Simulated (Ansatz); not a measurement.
Cost and result for the atomization energy of C2H7FSSi (`CC[SiH](F)S`) (12 atoms, 11 bonds).

| atom | x (Å) | y (Å) | z (Å) |
| --- | --- | --- | --- |
| C1 | -0.053 | -0.275 | -1.689 |
| C2 | -0.547 | -0.317 | -0.244 |
| Si3 | 0.724 | 0.253 | 0.987 |
| F4 | 1.179 | 1.730 | 0.561 |
| S5 | 0.000 | 0.230 | 2.984 |
| H6 | -0.827 | -0.617 | -2.381 |
| H7 | 0.820 | -0.916 | -1.831 |
| H8 | 0.231 | 0.737 | -1.982 |
| H9 | -1.440 | 0.308 | -0.124 |
| H10 | -0.848 | -1.331 | 0.040 |
| H11 | 1.945 | -0.588 | 1.008 |
| H12 | -1.183 | 0.786 | 2.671 |

Charge 0, multiplicity 1. The geometry is a stationary point of PBE0-D4/def2-TZVP. It is one conformer, not always the lowest. Program: Ansatz. All runs use 4 threads of an Arm Neoverse V2 on a shared host. Times are those of one run each, without the atoms' runs, and a repeat can differ threefold. Electronic energies, without spin–orbit coupling; frozen cores. CCSD(T)/CBS adds CCSD(T) − MP2 in def2-TZVPP to the MP2 limit, and its time is that of the two runs behind it. T1 = 0.011. B3LYP takes the VWN-RPA correlation (the form of Gaussian; ORCA's B3LYP/G). HSE06 is the plane-wave form, built on full-range PBE exchange.

CCSD(T)/CBS is a level of theory with its own doubt, some kJ/mol a heavy atom from the limit and from the frozen cores, so smaller differences don't rank the functionals.

| level | functions | wall time |
| --- | --- | --- |
| LDA (SPW92)/def2-TZVPP | 275 | 1.5 s |
| revPBE-D4/def2-TZVPP | 275 | 2.4 s |
| BHLYP-D4/def2-TZVPP | 275 | 3.8 s |
| HSE06-D4/def2-TZVPP | 275 | 4 s |
| r2SCAN-D4/def2-TZVPP (with forces) | 275 | 6 s |
| B3LYP-D4/def2-TZVPP (with forces) | 275 | 6 s |
| CCSD(T)/def2-SVP | 113 | 6 s |
| r2SCANh-D4/def2-TZVPP | 275 | 6.5 s |
| PBE-QIDH/def2-TZVPP | 275 | 7 s |
| ωB97X-V/def2-TZVPP | 275 | 9 s |
| MP2/def2-QZVPP | 521 | 27 s |
| CCSD(T)/def2-TZVPP | 275 | 3.8 min |
| CCSD(T)/CBS(def2) | – | 4.3 min |

Question: What atomization energy does each give, and how far from CCSD(T)/CBS? (Best estimate.)

Answer: Ansatz gave: 
```json
{"level": "LDA (SPW92)/def2-TZVPP", "atomization (kcal/mol)": "1202.2", "difference from CCSD(T)/CBS": "135.2", "per bond": "12.3"}
{"level": "revPBE-D4/def2-TZVPP", "atomization (kcal/mol)": "1053.7", "difference from CCSD(T)/CBS": "-13.3", "per bond": "-1.2"}
{"level": "BHLYP-D4/def2-TZVPP", "atomization (kcal/mol)": "1039.8", "difference from CCSD(T)/CBS": "-27.2", "per bond": "-2.5"}
{"level": "HSE06-D4/def2-TZVPP", "atomization (kcal/mol)": "1064.5", "difference from CCSD(T)/CBS": "-2.5", "per bond": "-0.2"}
{"level": "r2SCAN-D4/def2-TZVPP (with forces)", "atomization (kcal/mol)": "1067.7", "difference from CCSD(T)/CBS": "0.7", "per bond": "0.1"}
{"level": "B3LYP-D4/def2-TZVPP (with forces)", "atomization (kcal/mol)": "1062.1", "difference from CCSD(T)/CBS": "-4.9", "per bond": "-0.4"}
{"level": "CCSD(T)/def2-SVP", "atomization (kcal/mol)": "1002.3", "difference from CCSD(T)/CBS": "-64.7", "per bond": "-5.9"}
{"level": "r2SCANh-D4/def2-TZVPP", "atomization (kcal/mol)": "1062.8", "difference from CCSD(T)/CBS": "-4.2", "per bond": "-0.4"}
{"level": "PBE-QIDH/def2-TZVPP", "atomization (kcal/mol)": "1059.3", "difference from CCSD(T)/CBS": "-7.7", "per bond": "-0.7"}
{"level": "ωB97X-V/def2-TZVPP", "atomization (kcal/mol)": "1069.2", "difference from CCSD(T)/CBS": "2.2", "per bond": "0.2"}
{"level": "MP2/def2-QZVPP", "atomization (kcal/mol)": "1069.0", "difference from CCSD(T)/CBS": "2.0", "per bond": "0.2"}
{"level": "CCSD(T)/def2-TZVPP", "atomization (kcal/mol)": "1040.0", "difference from CCSD(T)/CBS": "-27.0", "per bond": "-2.5"}
{"level": "CCSD(T)/CBS(def2)", "atomization (kcal/mol)": "1067.0", "difference from CCSD(T)/CBS": "0.0", "per bond": "0.0"}
```

In def2-TZVPP, CCSD(T) changes the Hartree–Fock value by +237.8 kcal/mol (the triples alone add +13.1 kcal/mol) and MP2 by +250.8 kcal/mol; breaking electron pairs costs correlation energy, which Hartree–Fock lacks. The D4 term adds +9.9 kcal/mol with B3LYP and +5.2 kcal/mol with PBE0; it sums over pairs of atoms, weighted by their polarisabilities, and B3LYP, whose exchange is more repulsive, gets the larger term. At CCSD(T), def2-SVP lies −64.6 kcal/mol from the extrapolated value and def2-TZVPP −27.0 kcal/mol: correlation converges slowly with the basis, and small sets miss more of it in the bonded molecule than in its fragments.
